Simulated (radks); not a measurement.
Question: The mean radii <r> (bohr) of the occupied orbitals of an atom or ion are listed with their occupations. All-electron calculation, scalar-relativistic Kohn-Sham, exchange-only LDA, spin-polarised, spherical densities, finite nucleus; Fermi nuclear charge, rms radius of each element as measured or else 0.836 A^(1/3) + 0.57 fm. Program: a radial shooting solver on a logarithmic mesh with Libxc functionals.

orbital  occ.      <r>
1s          2  0.01934
2s          2  0.08190
2p          6  0.07294
3s          2   0.2129
3p          6   0.2125
3d         10   0.1925
4s          2   0.4783
4p          6   0.5082
4d         10   0.5480
5s          2    1.167
5p          6    1.374
4f         14   0.7181

Name the element and its charge. Open shells, if any, are filled with parallel spins first.

Answer: Z = 71, lutetium, charge +3: Lu3+ in [Xe] 4f14. The 1s radius gives Z: for a bare nucleus <r> = (2 gamma + 1)/(2Z) with gamma = sqrt(1 - (Z/c)^2), 0.01909 bohr for Z = 71, and screening makes it slightly larger (0.01934 here). The occupations add up to 68, and the charge is Z minus that.
